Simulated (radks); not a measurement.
Values are calculated unless marked as measured or tabulated.
All-electron atom: the thallium ion Tl+ in [Hg]. Level of theory: Dirac Kohn-Sham, PBE, spin-unpolarised, spherical densities, finite nucleus; Fermi nuclear charge, rms radius 5.4759 fm (a radial shooting solver on a logarithmic mesh with Libxc functionals).

Normalised radial functions P(r) = r R(r) (large component), r in bohr:

```
   r/bohr * 5d3/2 (the largest magnitude, 0.917, reaches the edge; | marks zero)
0.0009677                             *
 0.001312                             *
 0.001763                             *
 0.002371                             *
 0.003213                             *
  0.00432                             *
 0.005854                             *
 0.007871                             *
  0.01067                             *
  0.01434                             *
  0.01928                             |*
  0.02613                             | *
  0.03513                             |  *
  0.04762                             |    *
  0.06402                             |      *
  0.08676                             |        *
   0.1167                             |        *
   0.1568                             |   *
   0.2126                        *    |
   0.2858                *            |
   0.3873                 *           |
   0.5207                            *|
   0.7057                             |               *
   0.9488                             |                          *
    1.276                             |                          *
    1.729                             |                  *
    2.324                             |          *
     3.15                             |   *
    4.235                             |*
     5.74                             *
    7.717                             *
```

5d3/2: eigenvalue -24.099 eV, 2 radial nodes at r = 0.183, 0.527 bohr, <r> = 1.35 bohr, 90 % of the charge inside 2.07 bohr.
